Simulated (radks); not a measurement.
Results of a calculation; reference values are marked as such.
Effect of the nuclear size on the platinum ion Pt+, [Xe] 4f14 5d9. Level of theory: Dirac Kohn-Sham, LDA (Slater exchange, Perdew-Wang correlation), spin-unpolarised, spherical densities, finite nucleus; open shells are shared between the two j in proportion to 2j + 1; Fermi nuclear charge, rms radius 5.427 fm (a radial shooting solver on a logarithmic mesh with Libxc functionals). The rms radius is varied about that value; shifts are against it.

| rms radius (fm) | total energy shift (eV) | density at nucleus (e/bohr^3) | 1s1/2 shift (meV) | 2s1/2 shift (meV) | 5s1/2 shift (meV) | 5p1/2 shift (meV) | 5d5/2 shift (meV) | 6s1/2 (empty) shift (meV) | 6p1/2 (empty) shift (meV) |
|---|---|---|---|---|---|---|---|---|---|
| 4.4664 | -28.7 | 2.121e+06 | -11500 | -1690 | -18.9 | -0.448 | 0.077 | -2.06 | -0.111 |
| 5.2208 | -6.44 | 1.996e+06 | -2590 | -379 | -4.26 | -0.101 | 0.017 | -0.463 | -0.025 |
| 5.427 | 0 | 1.966e+06 | 0.000 | 0.000 | 0.000 | 0.000 | 0.000 | 0.000 | 0.000 |
| 5.758 | 10.7 | 1.921e+06 | 4280 | 627 | 7.04 | 0.168 | -0.029 | 0.766 | 0.041 |
| 6.0131 | 19.1 | 1.889e+06 | 7690 | 1120 | 12.6 | 0.302 | -0.052 | 1.38 | 0.074 |

Slopes of the eigenvalues against <r^2> in GHz/fm^2, as finite differences over the two radii next to the reference (eigenvalue slopes, not the field-shift constants of lines): 1s1/2 282000, 2s1/2 41200, 5s1/2 463, 5p1/2 11.0, 5d5/2 -1.89, 6s1/2 (empty) 50.4, 6p1/2 (empty) 2.72.
